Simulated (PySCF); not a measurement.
# What builds the third ionisation energy along group 10

All values are computed (PySCF 2.14, energy differences of UHF-based or UKS calculations, no spin-orbit coupling). Each column adds one step, in eV (sums use unrounded values): valence MP2, valence CCSD, valence triples, then the next inner shell at CCSD(T) (Ni 3s 3p, Pd 4s 4p, Pt 5s 5p). References (NIST) marked * lie between the lowest fine-structure levels; the others compare directly ((s) semi-empirical, (t) theoretical).

| element | UHF | + MP2 | + CCSD | + (T) | + inner shell | sum | reference |
| --- | --- | --- | --- | --- | --- | --- | --- |
| Ni [Ar] 3d8 → [Ar] 3d7 (x2c-TZVPPall with one added diffuse shell each of s, p, d, f type, spin-free X2C) | 32.599 | 2.252 | -0.293 | 0.081 | 0.215 | 34.854 | 35.187 ± 0.019 * |
| Pd [Kr] 4d8 → [Kr] 4d7 (x2c-TZVPPall with one added diffuse shell each of s, p, d, f type, spin-free X2C) | 31.135 | 1.610 | -0.156 | 0.063 | -0.029 | 32.624 | 32.93 (s) * |
| Pt [Xe] 4f14 5d8 → [Xe] 4f14 5d7 (x2c-TZVPPall with one added diffuse shell each of s, p, d, f type, spin-free X2C) | 29.158 | 1.471 | -0.108 | 0.069 | 0.034 | 30.624 | 29 ± 1.6 (t) * |

What remains against the references is mostly basis incompleteness and, for starred values, spin-orbit coupling.

These are valence bases, so the inner-shell step is incomplete.
